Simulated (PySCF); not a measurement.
**Nonlinear optical response: SMILES B1(C(C)=O)C=CC=CN1[O-], [C6H7BNO2]-, charge -1**

Geometry:
```json
{"atom": "C1", "x (Å)": "-2.672", "y (Å)": "0.730", "z (Å)": "0.084"}
{"atom": "C2", "x (Å)": "-1.826", "y (Å)": "-0.520", "z (Å)": "0.246"}
{"atom": "O3", "x (Å)": "-2.381", "y (Å)": "-1.594", "z (Å)": "0.476"}
{"atom": "B4", "x (Å)": "-0.258", "y (Å)": "-0.340", "z (Å)": "0.086"}
{"atom": "C5", "x (Å)": "0.604", "y (Å)": "-1.443", "z (Å)": "-0.444"}
{"atom": "C6", "x (Å)": "1.964", "y (Å)": "-1.265", "z (Å)": "-0.586"}
{"atom": "C7", "x (Å)": "2.532", "y (Å)": "-0.052", "z (Å)": "-0.208"}
{"atom": "C8", "x (Å)": "1.750", "y (Å)": "0.964", "z (Å)": "0.297"}
{"atom": "N9", "x (Å)": "0.414", "y (Å)": "0.887", "z (Å)": "0.442"}
{"atom": "O10", "x (Å)": "-0.172", "y (Å)": "1.950", "z (Å)": "0.930"}
{"atom": "H11", "x (Å)": "-3.703", "y (Å)": "0.570", "z (Å)": "0.400"}
{"atom": "H12", "x (Å)": "-2.191", "y (Å)": "1.522", "z (Å)": "0.658"}
{"atom": "H13", "x (Å)": "-2.655", "y (Å)": "1.029", "z (Å)": "-0.965"}
{"atom": "H14", "x (Å)": "0.189", "y (Å)": "-2.400", "z (Å)": "-0.743"}
{"atom": "H15", "x (Å)": "2.609", "y (Å)": "-2.048", "z (Å)": "-0.978"}
{"atom": "H16", "x (Å)": "3.599", "y (Å)": "0.112", "z (Å)": "-0.302"}
{"atom": "H17", "x (Å)": "2.191", "y (Å)": "1.908", "z (Å)": "0.597"}
```

Total charge -1.

Computed, not measured: quadratic response LC-wPBE/def2-SVPD first hyperpolarisability, Taylor convention, gas phase (PySCF 2.14.0). Geometry: GFN2-xTB.

For a gas-phase anion, states above the detachment energy (about 3.5 eV, taken as minus the energy of the highest occupied orbital) lie in the continuum and depend on the basis.

(1) Give β for the processes computed.

(2) Which lowest excitations and polarisabilities go with it?

## Answers

(1) In 10⁻³⁰ esu, Taylor convention; the vector part is βᵢ = ⅓ Σⱼ (βᵢⱼⱼ + βⱼᵢⱼ + βⱼⱼᵢ):
| process | λ (nm) | β vector norm | β HRS | depolarisation ratio |
| --- | --- | --- | --- | --- |
| static β(0;0,0) | ∞ | 3.63 | 1.81 | 3.19 |
| second harmonic β(−2ω;ω,ω) | 1907 | 4.16 | 2.04 | 3.22 |
| Pockels β(−ω;ω,0) | 1907 | 3.79 | – | – |
| second harmonic β(−2ω;ω,ω) | 1340 | 4.85 | 2.35 | 3.24 |
| Pockels β(−ω;ω,0) | 1340 | 3.97 | – | – |

(2) S1 3.57 eV (f = 0.001); S2 4.00 eV (f = 0.099); S3 4.25 eV (f = 0.115); isotropic α 111.2 au static, 111.8 au at 1907 nm, 112.5 au at 1340 nm, 113.8 au at 953.5 nm, 116.9 au at 670 nm.
